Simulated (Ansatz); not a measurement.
Basis-set series for CHClNSn, SMILES `N#[C][SnH][Cl]` radical. The species carries charge 0 and has multiplicity 2. Sn: def2 effective core potential. The structure was optimised at the PBE0-D4/def2-TZVP level.

Cartesian coordinates in Å:
```
N 0.032 -0.644 2.376
C 0.156 -0.369 1.262
Sn 0.560 0.076 -0.772
Cl -1.235 -0.849 -1.922
H 0.487 1.786 -0.944
```

| functional | basis | functions | energy (Eh) | HOMO (eV) | LUMO (eV) |
| --- | --- | --- | --- | --- | --- |
| PBE0-D4 | def2-TZVPP | 168 | -767.74648 | -7.54 | -4.59 |
| PBE0-D4 | def2-QZVPP | 296 | -767.76666 | -7.56 | -4.61 |
| ωB97M-V | def2-TZVPP | 168 | -767.90664 | -9.58 | -2.85 |
| ωB97M-V | def2-QZVPP | 296 | -767.92576 | -9.60 | -2.88 |

**Question.** Give the rows for def2-SVP. (Best estimate.)

**Answer.** Ansatz gave: 
```tsv
functional	basis	functions	energy (Eh)	HOMO (eV)	LUMO (eV)
PBE0-D4	def2-SVP	77	-767.46893	-7.41	-4.49
ωB97M-V	def2-SVP	77	-767.62672	-9.40	-2.69
```

HOMO and LUMO are taken over both spins.
